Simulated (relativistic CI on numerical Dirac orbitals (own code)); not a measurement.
Spin-allowed bands of a d2 ion in an octahedral site, by hand

Problem. Take Δ = 20000 cm⁻¹ and B = 620 cm⁻¹ for a d2 ion in an octahedral site. Calculate the three spin-allowed bands.

Working.
1. The terms of highest spin are 3F (energy 0) and 3P (15B = 9300 cm⁻¹). Here the F term splits into A2 at +1.2Δ = 24000, T2 at +0.2Δ = 4000 and T1 at −0.6Δ = -12000 cm⁻¹.
2. The two T1 states mix through the element 0.4Δ: H = [[-12000, 8000], [8000, 9300]], with roots ½(H₁₁ + H₂₂) ∓ ½√[(H₂₂ − H₁₁)² + 4H₁₂²] = ½(-2700) ∓ ½(26640) = -14670 and 11970 cm⁻¹.
3. The ground term is 3T1 at -14670 cm⁻¹.
4. Bands: 3T2 18670 cm⁻¹ (536 nm), 3T1(P) 26640 cm⁻¹ (375 nm), 3A2 38670 cm⁻¹ (259 nm).

Check. Exact diagonalisation of the whole d2 shell with these parameters gives 3T2 18670, 3T1 26640, 3A2 38670 cm⁻¹. The match is exact, since without spin-orbit coupling no other term has this spin. The ratio of the second band to the first, 1.427, depends on Δ/B = 32.3 alone, which is how a Tanabe-Sugano diagram is read.
